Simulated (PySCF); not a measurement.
Simulation results for CH₃B₂Cl

All values are calculated (PySCF 2.14.0). Calculation on a computer-drawn molecule: the log of a Hartree-Fock and frozen-core CCSD(T) single point meant for a local Hartree-Fock minimum, with one planted fault or none, to be diagnosed. Offsets are logged minus clean, where the clean run is the same molecule without the fault. The reference is restricted for singlets and unrestricted otherwise, and also for a bond in bohr or an excited solution. Adding or removing an electron swaps singlet and doublet. The excited solution moves the top pair (singlet) or top alpha electron (doublet) to the lowest empty orbital. Highest occupied and lowest empty are orbital energies over both spins, largest force is the largest gradient component, triples share is (T) over the correlation energy, the T1 limit is 0.02 restricted and 0.045 unrestricted, electrons count all cores, a negative frequency is imaginary (commonest isotopes), and the dipole is about the centre of nuclear charge.

### CH₃B₂Cl

Logged structure:
```xyz
7
CH3B2Cl
B     -1.2484    -0.6259     1.8982
C      0.0126    -1.3696     1.4698
B      1.0346    -0.4344     1.5562
Cl     3.2438     1.8618     1.8216
H     -1.1771     0.5385     2.2146
H     -2.3253    -1.1570     1.9349
H      0.0503    -2.4052     1.1708
```

* meant charge: 0
* meant multiplicity: 1
* meant basis: cc-pV(D+d)Z
* logged electrons: 36
* logged basis functions: 80
* logged SCF converged: yes
* logged spin squared: 1.0103
* logged highest occupied: -10.122 eV
* logged lowest empty: -0.97007 eV
* logged largest force: 0.0087701 hartree/bohr
* logged T1 diagnostic: 0.029868
* logged D1 diagnostic: 0.10276
* logged triples share: 0.033438
* logged CC converged: yes
* logged dipole magnitude: 1.2811 debye
* logged SCF stable within its kind: yes
* logged energy HF: -548.33515 hartree
* logged energy CCSD(T): -548.78683 hartree
* possible faults: no fault, one electron removed, one electron added, multiplicity raised by two, geometry at a saddle point, SCF held on an excited solution, minimal basis STO-3G, one bond length entered in bohr, all coordinates scaled
* planted fault: one bond length entered in bohr, row 3 of the drawn bonds
* HF energy offset from clean run: 91.54 kcal/mol
* CCSD(T) energy offset from clean run: 113.6 kcal/mol

Drawn bonds:
| atom | other atom | order |
| --- | --- | --- |
| 1 | 2 | 1 |
| 2 | 3 | 2 |
| 3 | 4 | 1 |
| 1 | 5 | 1 |
| 1 | 6 | 1 |
| 2 | 7 | 1 |
